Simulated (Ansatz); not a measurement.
Ansatz (an electronic-structure program) input (HF/6-31G* with LANL2DZ past Ar): The .json file joins the Basis Set Exchange's 6-31G* for atoms up to Ar and LANL2DZ past it.

Ansatz 0.2 input:
```yaml
crystal:
  periodic: [false, false, false]
  atoms:
    - {symbol: Y, position_ang: [0.08993513, -0.11865898, 0.28903480]}
    - {symbol: O, position_ang: [1.39835143, -0.10753334, -1.27234718]}
    - {symbol: F, position_ang: [-1.63269793, 0.60977411, -0.12150889]}
basis:
  gaussian:
    orbitals: 6-31Gs+LANL2DZ.json
hamiltonian:
  xc: {name: HF}
total_charge: 1
magnetization: {spin_polarized: true, initial_magnetization: 1}
phonons: {temperatures: {t_min: 298.15, t_max: 298.15, t_step: 100}}
```

Output:

```
Functional definition: HF
integrals: 0.01 GiB planned
575 factors; integrals over basis functions are off by at most 2.8e-4 eV
mean field: 0.12 GiB planned
mean field evaluation 1: about -5748.7232 eV, gradient 5.3e1 eV
mean field evaluation 2: about -5748.7484 eV, gradient 5.3e1 eV
mean field evaluation 4: about -5758.9760 eV, gradient 2.9e0 eV
mean field evaluation 8: about -5759.0488 eV, gradient 5.4e-1 eV
mean field evaluation 16: about -5759.3654 eV, gradient 5.3e-1 eV
mean field evaluation 32: about -5759.2218 eV, gradient 4.4e0 eV
mean field evaluation 64: about -5759.2062 eV, gradient 5.0e-1 eV
mean field evaluation 96: about -5753.0623 eV, gradient 1.8e1 eV
mean field evaluation 128: about -5748.1907 eV, gradient 3.2e1 eV
mean field evaluation 160: about -5751.1672 eV, gradient 2.0e1 eV
mean field evaluation 192: about -5756.9192 eV, gradient 4.0e0 eV
mean field evaluation 224: about -5756.3203 eV, gradient 3.7e0 eV
mean field evaluation 256: about -5758.9180 eV, gradient 1.4e0 eV
mean field -5759.38259621 eV, -211.6534065611 hartree, gradient 4.7e-6 eV, S^2 0.760572; 4 other end points of the search recorded, 0 dependent functions left out
the calculation of the forces begins
reference -5759.38259621 eV, -211.6534065611 hartree; 14, 13 occupied and 38, 39 virtual orbitals, 575 factors
these checks for a lower state are left out or cut short: stability, starts, cluster_reference, orbital_swaps, neighbouring_geometries, increment
integrals: 0.01 GiB planned
575 factors; integrals over basis functions are off by at most 2.8e-4 eV
mean field: 0.12 GiB planned
mean field -5759.38247728 eV, -211.6534021903 hartree, gradient 2.9e-6 eV, S^2 0.760551; 0 other end points of the search recorded, 0 dependent functions left out
the calculation of the forces begins
reference -5759.38247728 eV, -211.6534021903 hartree; 14, 13 occupied and 38, 39 virtual orbitals, 575 factors
these checks for a lower state are left out or cut short: stability, starts, cluster_reference, orbital_swaps, neighbouring_geometries, increment
integrals: 0.01 GiB planned
575 factors; integrals over basis functions are off by at most 2.8e-4 eV
mean field: 0.12 GiB planned
mean field -5759.38247661 eV, -211.6534021658 hartree, gradient 1.6e-6 eV, S^2 0.760593; 0 other end points of the search recorded, 0 dependent functions left out
the calculation of the forces begins
reference -5759.38247661 eV, -211.6534021658 hartree; 14, 13 occupied and 38, 39 virtual orbitals, 575 factors
these checks for a lower state are left out or cut short: stability, starts, cluster_reference, orbital_swaps, neighbouring_geometries, increment
integrals: 0.01 GiB planned
575 factors; integrals over basis functions are off by at most 2.8e-4 eV
mean field: 0.12 GiB planned
mean field -5759.38256610 eV, -211.6534054545 hartree, gradient 1.6e-6 eV, S^2 0.760541; 0 other end points of the search recorded, 0 dependent functions left out
the calculation of the forces begins
reference -5759.38256610 eV, -211.6534054545 hartree; 14, 13 occupied and 38, 39 virtual orbitals, 575 factors
these checks for a lower state are left out or cut short: stability, starts, cluster_reference, orbital_swaps, neighbouring_geometries, increment
integrals: 0.01 GiB planned
575 factors; integrals over basis functions are off by at most 2.8e-4 eV
mean field: 0.12 GiB planned
mean field evaluation 288: about -5759.3825 eV, gradient 6.1e-2 eV
mean field -5759.38256608 eV, -211.6534054537 hartree, gradient 1.4e-6 eV, S^2 0.760603; 0 other end points of the search recorded, 0 dependent functions left out
the calculation of the forces begins
reference -5759.38256608 eV, -211.6534054537 hartree; 14, 13 occupied and 38, 39 virtual orbitals, 575 factors
these checks for a lower state are left out or cut short: stability, starts, cluster_reference, orbital_swaps, neighbouring_geometries, increment
integrals: 0.01 GiB planned
575 factors; integrals over basis functions are off by at most 2.8e-4 eV
mean field: 0.12 GiB planned
mean field -5759.38256930 eV, -211.6534055719 hartree, gradient 2.3e-6 eV, S^2 0.760598; 0 other end points of the search recorded, 0 dependent functions left out
the calculation of the forces begins
reference -5759.38256930 eV, -211.6534055719 hartree; 14, 13 occupied and 38, 39 virtual orbitals, 575 factors
these checks for a lower state are left out or cut short: stability, starts, cluster_reference, orbital_swaps, neighbouring_geometries, increment
integrals: 0.01 GiB planned
575 factors; integrals over basis functions are off by at most 2.8e-4 eV
mean field: 0.12 GiB planned
mean field -5759.38256925 eV, -211.6534055702 hartree, gradient 2.4e-6 eV, S^2 0.760546; 0 other end points of the search recorded, 0 dependent functions left out
the calculation of the forces begins
reference -5759.38256925 eV, -211.6534055702 hartree; 14, 13 occupied and 38, 39 virtual orbitals, 575 factors
these checks for a lower state are left out or cut short: stability, starts, cluster_reference, orbital_swaps, neighbouring_geometries, increment
integrals: 0.01 GiB planned
575 factors; integrals over basis functions are off by at most 2.8e-4 eV
mean field: 0.12 GiB planned
mean field -5759.38257205 eV, -211.6534056730 hartree, gradient 2.1e-6 eV, S^2 0.760600; 0 other end points of the search recorded, 0 dependent functions left out
the calculation of the forces begins
reference -5759.38257205 eV, -211.6534056730 hartree; 14, 13 occupied and 38, 39 virtual orbitals, 575 factors
these checks for a lower state are left out or cut short: stability, starts, cluster_reference, orbital_swaps, neighbouring_geometries, increment
integrals: 0.01 GiB planned
575 factors; integrals over basis functions are off by at most 2.8e-4 eV
mean field: 0.12 GiB planned
mean field evaluation 320: about -5759.3826 eV, gradient 2.2e-6 eV
mean field -5759.38257202 eV, -211.6534056720 hartree, gradient 2.2e-6 eV, S^2 0.760544; 0 other end points of the search recorded, 0 dependent functions left out
the calculation of the forces begins
reference -5759.38257202 eV, -211.6534056720 hartree; 14, 13 occupied and 38, 39 virtual orbitals, 575 factors
these checks for a lower state are left out or cut short: stability, starts, cluster_reference, orbital_swaps, neighbouring_geometries, increment
integrals: 0.01 GiB planned
575 factors; integrals over basis functions are off by at most 2.8e-4 eV
mean field: 0.12 GiB planned
mean field -5759.38250034 eV, -211.6534030379 hartree, gradient 1.3e-6 eV, S^2 0.760566; 0 other end points of the search recorded, 0 dependent functions left out
the calculation of the forces begins
reference -5759.38250034 eV, -211.6534030379 hartree; 14, 13 occupied and 38, 39 virtual orbitals, 575 factors
these checks for a lower state are left out or cut short: stability, starts, cluster_reference, orbital_swaps, neighbouring_geometries, increment
integrals: 0.01 GiB planned
575 factors; integrals over basis functions are off by at most 2.8e-4 eV
mean field: 0.12 GiB planned
mean field -5759.38250106 eV, -211.6534030641 hartree, gradient 2.9e-6 eV, S^2 0.760578; 0 other end points of the search recorded, 0 dependent functions left out
the calculation of the forces begins
reference -5759.38250106 eV, -211.6534030641 hartree; 14, 13 occupied and 38, 39 virtual orbitals, 575 factors
these checks for a lower state are left out or cut short: stability, starts, cluster_reference, orbital_swaps, neighbouring_geometries, increment
integrals: 0.01 GiB planned
575 factors; integrals over basis functions are off by at most 2.8e-4 eV
mean field: 0.12 GiB planned
mean field -5759.38259272 eV, -211.6534064326 hartree, gradient 2.4e-6 eV, S^2 0.760575; 0 other end points of the search recorded, 0 dependent functions left out
the calculation of the forces begins
reference -5759.38259272 eV, -211.6534064326 hartree; 14, 13 occupied and 38, 39 virtual orbitals, 575 factors
these checks for a lower state are left out or cut short: stability, starts, cluster_reference, orbital_swaps, neighbouring_geometries, increment
integrals: 0.01 GiB planned
575 factors; integrals over basis functions are off by at most 2.8e-4 eV
mean field: 0.12 GiB planned
mean field -5759.38259275 eV, -211.6534064339 hartree, gradient 2.3e-6 eV, S^2 0.760569; 0 other end points of the search recorded, 0 dependent functions left out
the calculation of the forces begins
reference -5759.38259275 eV, -211.6534064339 hartree; 14, 13 occupied and 38, 39 virtual orbitals, 575 factors
Total energy: -5759.38259621 eV, -211.6534065611 hartree
Atom 0 at     0.089935    -0.118659     0.289035 Å, force    -0.000000    -0.000001     0.000004 eV/Å
Atom 1 at     1.398351    -0.107533    -1.272347 Å, force     0.000001     0.000001    -0.000002 eV/Å
Atom 2 at    -1.632698     0.609774    -0.121509 Å, force    -0.000000     0.000000    -0.000001 eV/Å
Dipole moment:     0.351342    -0.554416     1.430707 e Å
Vibrations: 130.95 688.87 750.28 cm⁻¹, zero-point energy 0.097334 eV
```

The blocks after the first are displaced geometries, from whose forces the wavenumbers follow.

The dipole moment of an ion depends on the origin.
